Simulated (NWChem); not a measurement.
System: Si2NH4OF; SMILES [SiH2]1O[Si@H](N1)F

NWChem input:

```
start job
memory heap 200 mb stack 700 mb global 900 mb
geometry units angstroms noautoz
  F      0.054203    -2.117977     0.586509
  Si    -0.010091    -0.853234    -0.441624
  N     -1.210209     0.350062    -0.060250
  Si     0.071045     1.529180     0.226717
  O      1.204174     0.292216    -0.137590
  H      0.019297    -1.461602    -1.800353
  H     -2.228948     0.378734    -0.072636
  H      0.139335     2.672567    -0.743422
  H      0.200973     2.052612     1.627527
end
basis spherical
  * library def2-svp
end
dft
  xc b3lyp
  iterations 150
  mulliken
end
task dft energy
```

All runs use the structure optimised with PBE-D3(BJ)/def2-SVP. B3LYP is NWChem's, with the RPA form of VWN correlation.

Task: What results follow from this input? (B3LYP/def2-SVP.) Quantities: energy (Ha); highest occupied level (eV); orbital gap (eV); dipole (D).

Result: 
```yaml
energy (Ha): -811.05
highest occupied level (eV): -7.66
orbital gap (eV): 7.42
dipole (D): 2.82
```
